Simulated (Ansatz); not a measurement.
Ansatz (an electronic-structure program) input (CCSD(T)/6-31G*):

Ansatz 0.2 input:
```yaml
crystal:
  periodic: [false, false, false]
  atoms:
    - {symbol: C, position_ang: [-2.13236474, -0.25667247, -0.00891514]}
    - {symbol: C, position_ang: [-0.83356875, 0.29214143, -0.62309353]}
    - {symbol: C, position_ang: [0.31792824, -0.61455132, -0.41173196]}
    - {symbol: C, position_ang: [1.49492973, -0.23698482, 0.29670940]}
    - {symbol: O, position_ang: [1.66787308, 0.87725794, 0.79520478]}
    - {symbol: H, position_ang: [-2.38374680, -1.23606486, -0.42056042]}
    - {symbol: H, position_ang: [-2.96302737, 0.41978097, -0.21395281]}
    - {symbol: H, position_ang: [-2.03549154, -0.35860062, 1.07258435]}
    - {symbol: H, position_ang: [-0.59781764, 1.27180156, -0.20784651]}
    - {symbol: H, position_ang: [-0.98679355, 0.42038380, -1.70217082]}
    - {symbol: H, position_ang: [0.26380164, -1.62895104, -0.79556166]}
    - {symbol: H, position_ang: [2.27854392, -1.01001012, 0.38805686]}
basis:
  gaussian:
    orbitals: 6-31G*
magnetization: {spin_polarized: true, initial_magnetization: 1}
correlation: {method: ccsd_t, electrons: outside_noble_gas}
```

End of the output:

```
integrals: 0.16 GiB planned
931 factors; integrals over basis functions are off by at most 8.1e-4 eV
mean field: 0.29 GiB planned
mean field evaluation 1: about -6264.5155 eV, gradient 2.8e1 eV
mean field evaluation 2: about -6264.5191 eV, gradient 2.8e1 eV
mean field evaluation 4: about -6268.4694 eV, gradient 3.9e0 eV
mean field evaluation 8: about -6268.8131 eV, gradient 6.0e-1 eV
mean field evaluation 16: about -6264.5157 eV, gradient 2.8e1 eV
mean field evaluation 32: about -6267.2276 eV, gradient 1.7e-1 eV
mean field evaluation 64: about -6267.2104 eV, gradient 2.1e-3 eV
mean field -6268.83793163 eV, -230.3755448163 hartree, gradient 4.0e-6 eV, S^2 0.912357; 2 other end points of the search recorded, 0 dependent functions left out
determinant -6268.83793163 eV, -230.3755448163 hartree, with singles and doubles -6288.15914734 eV, -231.0855863975 hartree
determinant -6267.23332905 eV, -230.3165767593 hartree, with singles and doubles -6286.52303113 eV, -231.0254602355 hartree
determinant -6267.21042563 eV, -230.3157350742 hartree, with singles and doubles -6286.54300545 eV, -231.0261942784 hartree
5 core orbitals not correlated
reference -6268.83793163 eV, -230.3755448163 hartree; 15, 14 occupied and 69, 70 virtual orbitals, 931 factors
second order -17.67518906 eV of doubles, -0.00000000 eV of singles
coupled cluster: 0.76 GiB planned
cycle   1  -19.32193955 eV  change   -7.2e-4 eV  update   2.5e-3
cycle   2  -19.32349320 eV  change   -1.6e-3 eV  update   1.8e-3
cycle   3  -19.32357048 eV  change   -7.7e-5 eV  update   1.0e-3
cycle   4  -19.32394549 eV  change   -3.8e-4 eV  update   3.9e-4
cycle   5  -19.32497730 eV  change   -1.0e-3 eV  update   1.3e-4
cycle   6  -19.32526486 eV  change   -2.9e-4 eV  update   4.9e-5
cycle   7  -19.32522326 eV  change    4.2e-5 eV  update   2.2e-5
cycle   8  -19.32516713 eV  change    5.6e-5 eV  update   9.7e-6
cycle   9  -19.32516325 eV  change    3.9e-6 eV  update   3.3e-6
coupled cluster: 0.77 GiB planned
perturbative correction -0.59825079 eV, -0.0219853109 hartree
Total energy: -6288.76134567 eV, -231.1077167777 hartree
```

It need not be the lowest isomer of its formula.

The determinant is spin-contaminated: <S^2> is 0.91 against 0.75 for a pure state.
